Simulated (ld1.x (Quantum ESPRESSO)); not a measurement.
## Which change was made? (Rh, RRKJ)

ld1.x (Quantum ESPRESSO) 7.5 input, shortened:

```
&input
   title='Rh', zed=45., rel=1, dft='PZ', iswitch=3,
   config='[Kr] 4d7 5s0 5p0'
 /
 &inputp
   pseudotype=2, tm=.false., rho0=0.005, lloc=-2, rcloc=1.15,
   nlcc=.false.
 /
3
4S  1  0   2.00   0.00  1.05  1.05  0.0
4P  2  1   6.00   0.00  0.95  0.95  0.0
4D  3  2   7.00   0.00  1.30  1.30  0.0
 &test
   configts(1)='4s2 4p6 4d7 5s0 5p0'
 /
```

Cutoffs, loose and tight: the cutoffs (Ry, on a coarse ladder) from which the occupation-weighted sum of valence levels, in a spherical-Bessel basis at the reference potential, stays within 10 and 1 mRy of its value at 400 Ry. They do not see the model core or the augmentation charge, which bear on the density cutoff. Test errors are all-electron minus pseudo excitation energies from the reference, over the configurations 4s2 4p6 4d8 5s1 5p0; 4s2 4p6 4d8 5s0 5p0; 4s2 4p6 4d6 5s0 5p0; 4s2 4p5 4d8 5s1 5p0; 4s2 4p6 4d8 5s0 5p1; 4s2 4p6 4d5 5s0 5p0; 4s2 4p6 4d7 5s2 5p0 (two spin-polarised tests are not counted in the largest error); variants that change the core or the reference have their own tests. The largest error is taken over the tests solved by every variant that gives reliable tests at all, those not shown here included: 4s2 4p6 4d5 5s0 5p0; 4s2 4p6 4d6 5s0 5p0; 4s2 4p6 4d8 5s0 5p0; 4s2 4p6 4d8 5s0 5p1.

The base gives: outcome: generated; cutoff, loose: 160 Ry; cutoff, tight: 260 Ry; bound ghosts: none; largest test error (meV): +14.

After one change the result is: outcome: generated; cutoff, loose: 160 Ry; cutoff, tight: 260 Ry; bound ghosts: none; largest test error (meV): +26. Which change was it?
A. type TM; local potential all-electron potential smoothed inside 0.90 bohr (lloc = -2); rho0 0
B. core [Kr], valence charge 9; reference 4d8 5s1 5p0; waves now 5s (bound): rc 2.85 bohr; 5p (bound): rc 3.20 bohr; 4d (bound): rc 1.45 bohr; local potential all-electron potential smoothed inside 1.90 bohr (lloc = -1)
C. local potential the s channel
D. wave 4s (bound): rc 1.05 bohr becomes 4s (bound): rc 1.48 bohr

A. The others give: core [Kr], valence charge 9; reference 4d8 5s1 5p0; waves now 5s (bound): rc 2.85 bohr; 5p (bound): rc 3.20 bohr; 4d (bound): rc 1.45 bohr; local potential all-electron potential smoothed inside 1.90 bohr (lloc = -1) → outcome: generated; cutoff, loose: 55 Ry; cutoff, tight: 80 Ry; bound ghosts: s; largest test error (meV): -107 | local potential the s channel → outcome: generated; cutoff, loose: 160 Ry; cutoff, tight: 260 Ry; bound ghosts: none; largest test error (meV): +23 | wave 4s (bound): rc 1.05 bohr becomes 4s (bound): rc 1.48 bohr → outcome: generated; cutoff, loose: 140 Ry; cutoff, tight: 200 Ry; bound ghosts: none; largest test error (meV): +15.
